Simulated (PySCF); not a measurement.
PySCF 2.14 output of an unrestricted LDA calculation on a single atom or ion in ANO-RCC-VTZP, with the spin-free X2C one-electron Hamiltonian (Gaussian nucleus):

```
SCF conv_tol = 1e-09
number electrons alpha = 42  beta = 40
    P. A. M. Dirac.,  Math. Proc. Cambridge Philos. Soc. 26, 376 (1930)
    F. Bloch.,  Z. Phys. 57, 545 (1929)
    S. H. Vosko, L. Wilk, and M. Nusair.,  Can. J. Phys. 58, 1200 (1980)
cycle= 1 E= -21521.3471322511  delta_E= -0.0224  |g|= 0.157  |ddm|= 0.141
cycle= 2 E= -21521.347569741  delta_E= -0.000437  |g|= 0.118  |ddm|= 0.0391
cycle= 3 E= -21521.3489657961  delta_E= -0.0014  |g|= 0.017  |ddm|= 0.0275
cycle= 4 E= -21521.3490223468  delta_E= -5.66e-05  |g|= 0.000243  |ddm|= 0.0064
cycle= 5 E= -21521.349022366  delta_E= -1.92e-08  |g|= 2.88e-05  |ddm|= 0.00017
cycle= 6 E= -21521.3490223662  delta_E= -1.67e-10  |g|= 1.28e-06  |ddm|= 1.24e-05
converged SCF energy = -21521.3490223662  <S^2> = 2.0007628  2S+1 = 3.0005085
```

The run itself started from symmetry-adapted Hartree-Fock orbitals and held the occupation by maximum overlap, on a logarithmic radial grid, so the iterations belong to that start.

Which element, charge and spin multiplicity is this?

Bi⁺ (bismuth, charge +1), multiplicity 3; the state was [Xe] 4f14 5d10 6s2 6p2, high-spin 3P determinant.

Spin-orbit coupling is strong in this species (close to jj coupling), so the high-spin LS determinant is a model state, not a physical level.
